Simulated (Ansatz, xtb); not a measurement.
## Relative energy of two isomers of C3H7BO2Si

We compare X, `C#C[SiH2]OBOC`, a singlet, with Y, `C=C1COB(O)[SiH2]1`, a singlet. Both are isolated molecules in the gas phase, relaxed with PBE0-D3(BJ)/def2-SVP; each stands in its lowest conformer found.

Q: Which of the two would you expect CCSD(T)/def2-SVP + ΔMP2/def2-TZVPP electronic energies to favour?

A: Structure X; the calculation gives E(Y) − E(X) = +25.9 kJ/mol.

How the difference moves with the method:

| level | geometry | E(Y) − E(X) (kJ/mol) | departure from the last row (kJ/mol) | job, with rough time for the two |
| --- | --- | --- | --- | --- |
| PBE0-D3(BJ)/def2-SVP | PBE0-D3(BJ)/def2-SVP | −41.4 | −67.3 | optimisation, 2.3 min |
| HF/def2-SVP | PBE0-D3(BJ)/def2-SVP | +42.5 | +16.7 | part of the CCSD(T) run |
| MP2/def2-SVP | PBE0-D3(BJ)/def2-SVP | +19.0 | −6.9 | part of the CCSD(T) run |
| CCSD(T)/def2-SVP | PBE0-D3(BJ)/def2-SVP | +6.6 | −19.3 | single point |
| CCSD(T)/def2-SVP + ΔMP2/def2-TZVPP | PBE0-D3(BJ)/def2-SVP | +25.9 |  | single point, 45 s |

As drawn, Y has 1 C=C, 1 C–C, 1 B–Si, 1 O–H in place of 1 C≡C, 1 O–Si, 1 B–H. Structure X has no ring, Y a 5-membered ring.

PBE0-D3(BJ)/def2-SVP puts the two in the other order. The largest departure from CCSD(T)/def2-SVP + ΔMP2/def2-TZVPP is that of PBE0-D3(BJ)/def2-SVP, 67.3 kJ/mol. Levels run at GFN2-xTB geometries aren't shown. The last row adds to CCSD(T) the change of the MP2 difference between the two basis sets, here +19.3 kJ/mol, a large step that makes the value less sure.

With thermal terms from frequencies at re-optimised GFN2-xTB minima (ideal gas, soft modes damped towards free rotors, one conformer each, 298.15 K, 1 atm): on the last row, ΔE + ΔZPE = +37.7, ΔH = +32.0, ΔG = +48.4 kJ/mol.

The correlated steps freeze 11 core orbitals. Programs: Ansatz 0.2.0, xtb 6.7.1; the last row on 4 threads of Arm Neoverse V2 on a shared host.
